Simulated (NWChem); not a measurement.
Molecule: C4H7N; SMILES C([C@@H](C)N)#C

```xyz
12

C     -0.0095     2.2451    -0.1301
C      0.0116     1.0420     0.0847
C      0.0364    -0.4001     0.3699
C     -1.2258    -1.0941    -0.1689
N      1.2249    -1.0102    -0.2463
H     -0.0308     3.3072    -0.3290
H      0.0164    -0.4940     1.4893
H     -2.1422    -0.6482     0.2631
H     -1.2602    -1.0029    -1.2716
H     -1.2074    -2.1720     0.0939
H      1.2916    -1.9872     0.0696
H      2.0705    -0.5413     0.1037
```
Atoms are numbered in this order, from 1.

Level: PBE-D3(BJ)/def2-SVP (NWChem), optimised geometry, unscaled harmonic frequencies. 

```
frequency (cm⁻¹)  IR intensity (km/mol)
----------------  ---------------------
171                                 2.8
216                                 2.8
249                                33.8
279                                 8.9
383                                 7.8
519                                10.1
545                                 4.0
636                                37.8
663                                31.4
791                                10.3
823                               115.1
942                                 3.8
995                                 2.9
1046                               16.2
1117                               15.2
1208                                0.9
1293                               16.7
1330                               18.9
1343                               18.1
1411                                4.6
1419                                1.1
1573                               24.1
2166                                1.4
2832                               64.1
2978                               19.8
3070                               16.5
3094                                9.5
3399                                1.0
3410                               64.2
3486                                0.2
```

The zero-point energy comes out as 62.0 kcal/mol and the thermal correction to the enthalpy at 298.15 K (with zero-point energy) is 66.5 kcal/mol. The heat capacity Cv is 22.4 cal/(mol K). The entropy at 298.15 K and 1 atm (symmetry number 1) comes out as 75.8 cal/(mol K). The dipole moment is 1.52 D.

Rigid rotor and harmonic oscillator.
